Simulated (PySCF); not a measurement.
# One molecule, several mistakes: BCClH4N

These are calculations, not measurements. The program is PySCF 2.14.0, an open-source quantum chemistry code, run on an isolated molecule that a program drew, which may never have been made. The molecule is BCClH4N (charge 0, doublet), drawn as the SMILES string `N[CH]BCl`.

Each row is a Hartree-Fock (HF) and frozen-core CCSD(T) single point in the cc-pV(D+d)Z basis, meant for a local HF minimum. Run 1 is clean. Each other run has one planted mistake out of seven kinds, and not every kind appears here: one electron removed, one electron added, multiplicity raised by two, geometry at a saddle point, minimal basis STO-3G, one bond length entered in bohr, all coordinates scaled. The reference is restricted for singlets and unrestricted otherwise, and also for a bond in bohr. Adding or removing an electron swaps singlet and doublet. Electrons count all cores. HOMO and LUMO are orbital energies over both spins, the gradient is its largest component, and the lowest frequency (negative if imaginary) is given only where the gradient is small. Bond lengths are over the 7 bonds as drawn. T1 is the CCSD diagnostic: over 0.02 (restricted) or 0.045 (unrestricted) a single reference is doubtful.

Geometry of the clean run:
```xyz
8
BCClH4N, angstrom
N    -1.2140    2.0291    0.7141
C    -1.8732    2.1395   -0.4582
B    -1.4891    1.4497   -1.7375
Cl   -0.0198    0.4089   -1.7872
H    -0.3452    1.5378    0.7495
H    -1.4422    2.6074    1.4929
H    -2.7534    2.7714   -0.4184
H    -2.1185    1.5621   -2.7437
```

```
run  electrons  basis functions  <S^2>  HOMO (eV)  LUMO (eV)  gradient (hartree/bohr)  lowest frequency (cm^-1)  mean bond (Å)  longest bond (Å)      T1  HF (hartree)  CCSD(T) (hartree)                     mistake
  1         39               85  0.758      -8.12       1.92                  2.9e-05                       190         1.2751             1.801  0.0166    -578.86595         -579.43813                    no fault
  2         39               85  3.777      -3.58      -2.87                  5.6e-02                         -         1.2751             1.801  0.0510    -578.59104         -579.16139  multiplicity raised by two
  3         40               85  0.000      -0.06       9.59                  1.0e-01                         -         1.2751             1.801  0.0106    -578.82775         -579.43593          one electron added
  4         39               28  0.753      -6.56       4.90                  4.7e-02                         -         1.2751             1.801  0.0229    -572.42425         -572.60154                           ?
  5         38               85  0.000     -17.24      -5.97                  1.5e-01                         -         1.2751             1.801  0.0206    -578.60836         -579.17859                           ?
```

**Which mistake was planted in run 4, and what did it cost?**

It has 28 basis functions where the clean run has 85, with the same electrons and geometry. So the mistake is: minimal basis STO-3G. Subtracting run 1 and multiplying by 627.51 kcal/mol a hartree, the energy moved by 4042.2 kcal/mol in HF and 4290.0 kcal/mol in CCSD(T).

**Which mistake was planted in run 5, and what did it cost?**

It counts 38 electrons, one fewer than the clean run, at the same geometry and basis. So the mistake is: one electron removed. Subtracting run 1 and multiplying by 627.51 kcal/mol a hartree, the energy moved by 161.6 kcal/mol in HF and 162.9 kcal/mol in CCSD(T).

Cautions from the logs. Run 2: T1 is over the limit, so its CCSD(T) energy is less reliable; run 3: the added electron raises the CCSD(T) energy, so it isn't bound in this basis; run 5: T1 is over the limit, so its CCSD(T) energy is less reliable.
